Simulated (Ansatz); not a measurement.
Job for Ansatz (a first-principles code): R-PBE0/def2-TZVPP on LiSi+, 2S+1 = 1, a spin state set in the input, which need not be the lowest. Charge +1.

Ansatz 0.2 input:
```yaml
crystal:
  periodic: [false, false, false]
  atoms:
    - {symbol: Li, position_ang: [0.00000000, 0.00000000, 0.00000000]}
    - {symbol: Si, position_ang: [0.00000000, 0.00000000, 2.27100000]}
basis:
  gaussian:
    orbitals: def2-TZVPP
hamiltonian:
  xc: {name: PBE0}
total_charge: 1
relax: {f_tol: 0.002, max_steps: 120}
```

Program output:

```
WARN ansatz: RAYON_NUM_THREADS=2 ignored (pool sized by the plan → 2); use --threads N
Functional definition: PBE0
integrals: 0.01 GiB planned
436 factors; their error is unknown
mean field: 0.12 GiB planned
mean field evaluation 1: about -8067.7217 eV, gradient 1.4e1 eV
mean field evaluation 2: about -8068.2542 eV, gradient 7.2e0 eV
mean field evaluation 4: about -8068.3269 eV, gradient 3.8e-2 eV
mean field evaluation 8: about -8068.3416 eV, gradient 1.2e-3 eV
mean field -8068.34155291 eV, -296.5060831513 hartree, gradient 1.6e-5 eV, S^2 0.000000; 0 other end points of the search recorded, 0 dependent functions left out
the calculation of the forces begins
reference -8068.34157458 eV, -296.5060839474 hartree; 8, 8 occupied and 53, 53 virtual orbitals, 436 factors
relax step   1: F+E_penalty+E_count = -8068.34155291 eV  Δ(F+E_penalty+E_count) = +0.000e0 eV  max|allowed force component| = 2.383e0 eV/Å  Δτ_max = 0.0000 Å  (23 SCF iters, accepted)
these checks for a lower state are left out or cut short: starts, cluster_reference, orbital_swaps, neighbouring_geometries, increment
integrals: 0.01 GiB planned
436 factors; their error is unknown
mean field: 0.12 GiB planned
mean field evaluation 16: about -8068.7678 eV, gradient 9.3e-5 eV
mean field -8068.76779385 eV, -296.5217472168 hartree, gradient 5.7e-6 eV, S^2 0.000000; 0 other end points of the search recorded, 0 dependent functions left out
the calculation of the forces begins
reference -8068.76782138 eV, -296.5217482283 hartree; 8, 8 occupied and 53, 53 virtual orbitals, 436 factors
relax step   2: F+E_penalty+E_count = -8068.76779385 eV  Δ(F+E_penalty+E_count) = -4.262e-1 eV  max|allowed force component| = 2.842e-1 eV/Å  Δτ_max = 0.1847 Å  (26 SCF iters, accepted)
these checks for a lower state are left out or cut short: starts, cluster_reference, orbital_swaps, neighbouring_geometries, increment
integrals: 0.01 GiB planned
436 factors; their error is unknown
mean field: 0.12 GiB planned
mean field -8068.71387368 eV, -296.5197656872 hartree, gradient 7.1e-5 eV, S^2 0.000000; 0 other end points of the search recorded, 0 dependent functions left out
the calculation of the forces begins
reference -8068.71390435 eV, -296.5197668140 hartree; 8, 8 occupied and 53, 53 virtual orbitals, 436 factors
relax step   3: F+E_penalty+E_count = -8068.71387368 eV  Δ(F+E_penalty+E_count) = +5.392e-2 eV  max|allowed force component| = 4.243e-1 eV/Å  Δτ_max = 0.1910 Å  (24 SCF iters, rejected (line search))
these checks for a lower state are left out or cut short: starts, cluster_reference, orbital_swaps, neighbouring_geometries, increment
integrals: 0.01 GiB planned
436 factors; their error is unknown
mean field: 0.12 GiB planned
mean field evaluation 32: about -8068.7791 eV, gradient 4.1e-5 eV
mean field -8068.77912403 eV, -296.5221635931 hartree, gradient 4.1e-5 eV, S^2 0.000000; 0 other end points of the search recorded, 0 dependent functions left out
the calculation of the forces begins
reference -8068.77915290 eV, -296.5221646541 hartree; 8, 8 occupied and 53, 53 virtual orbitals, 436 factors
relax step   4: F+E_penalty+E_count = -8068.77912403 eV  Δ(F+E_penalty+E_count) = -1.133e-2 eV  max|allowed force component| = 1.057e-1 eV/Å  Δτ_max = 0.0766 Å  (25 SCF iters, accepted)
these checks for a lower state are left out or cut short: starts, cluster_reference, orbital_swaps, neighbouring_geometries, increment
integrals: 0.01 GiB planned
436 factors; their error is unknown
mean field: 0.12 GiB planned
mean field -8068.78172733 eV, -296.5222592629 hartree, gradient 4.4e-5 eV, S^2 0.000000; 0 other end points of the search recorded, 0 dependent functions left out
the calculation of the forces begins
reference -8068.78175586 eV, -296.5222603112 hartree; 8, 8 occupied and 53, 53 virtual orbitals, 436 factors
relax step   5: F+E_penalty+E_count = -8068.78172733 eV  Δ(F+E_penalty+E_count) = -2.603e-3 eV  max|allowed force component| = 1.767e-2 eV/Å  Δτ_max = 0.0208 Å  (23 SCF iters, accepted)
these checks for a lower state are left out or cut short: starts, cluster_reference, orbital_swaps, neighbouring_geometries, increment
integrals: 0.01 GiB planned
436 factors; their error is unknown
mean field: 0.12 GiB planned
mean field -8068.78179569 eV, -296.5222617749 hartree, gradient 7.4e-5 eV, S^2 0.000000; 0 other end points of the search recorded, 0 dependent functions left out
the calculation of the forces begins
reference -8068.78182415 eV, -296.5222628209 hartree; 8, 8 occupied and 53, 53 virtual orbitals, 436 factors
relax step   6: F+E_penalty+E_count = -8068.78179569 eV  Δ(F+E_penalty+E_count) = -6.836e-5 eV  max|allowed force component| = 4.236e-4 eV/Å  Δτ_max = 0.0038 Å  (19 SCF iters, accepted)
integrals: 0.01 GiB planned
436 factors; their error is unknown
mean field: 0.12 GiB planned
mean field -8068.78179569 eV, -296.5222617749 hartree, gradient 7.4e-5 eV, S^2 0.000000; 1 other end points of the search recorded, 0 dependent functions left out
the calculation of the forces begins
reference -8068.78182415 eV, -296.5222628209 hartree; 8, 8 occupied and 53, 53 virtual orbitals, 436 factors
Total energy: -8068.78182415 eV, -296.5222628209 hartree
Atom 0 at    -0.000000    -0.000000    -0.236773 Å, force    -0.000000     0.000000     0.000424 eV/Å
Atom 1 at     0.000000     0.000000     2.507773 Å, force     0.000000    -0.000000    -0.000424 eV/Å
Dipole moment:     0.000000     0.000000    -1.467727 e Å
```

The run converged.

Cost: roughly 4 core-seconds.
